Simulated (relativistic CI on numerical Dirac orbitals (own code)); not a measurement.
**Hyperfine structure of Pb70+, mass number 207**

Computed by Dirac-Coulomb-Breit CI, orbitals from a KLI potential per configuration, model QED, unscaled Slater integrals (own radial code, finite nucleus).

Configuration list (outside the closed core [Ne]): 3s2, 3s.3p, 3p2, 3s.3d, 3d2, 3p.3d, 3p.4s, 3d.4s, 3s.4s, 3s.4p, 3s.4d, 3s.4f, 3s.5s, 3s.5p, 3s.5d, 4s2. Levels of other configurations are missing.

Nuclear spin I = 1/2, μ = 0.5906 μN (tables of Stone and Pyykkö). The electronic factors are computed for point nuclear moments, without core polarisation or the Bohr-Weisskopf and QED corrections.

| Level | E (Ry) | A (GHz) |
| --- | --- | --- |
| 3s.3p 3P°_1 | 13.5158 | 8009 |
| 3s.3p 3P°_2 | 56.5459 | 3303 |
| 3s.3p 1P°_1 | 59.6965 | -2511 |
| 3p2 1D_2 | 71.8429 | 1639 |
| 3p2 3P_1 | 72.1212 | -540.3 |
| 3s.3d 3D_1 | 74.4512 | -2761 |
| 3s.3d 3D_2 | 75.7612 | 2683 |
| 3s.3d 3D_3 | 84.2772 | 2080 |

Levels with J = 0, under 50 % of one LS term, or S terms without an open s electron are left out. Small factors come from cancelling terms and can be off by tens of per cent or more.

At this charge energies of transitions that change n are usually good to better than 1 %, and those within a shell (Δn = 0) to a few per cent.

Task: Give the hyperfine levels of 3s.3p 3P°_1 relative to its centre of gravity.

Result: With K = F(F + 1) − I(I + 1) − J(J + 1), E = AK/2: F = 1/2: -8009, F = 3/2: 4005 GHz.

LS names give the leading component of a level, which can be under half, so a name can repeat, a term be missing and a line seem to break the LS rules.
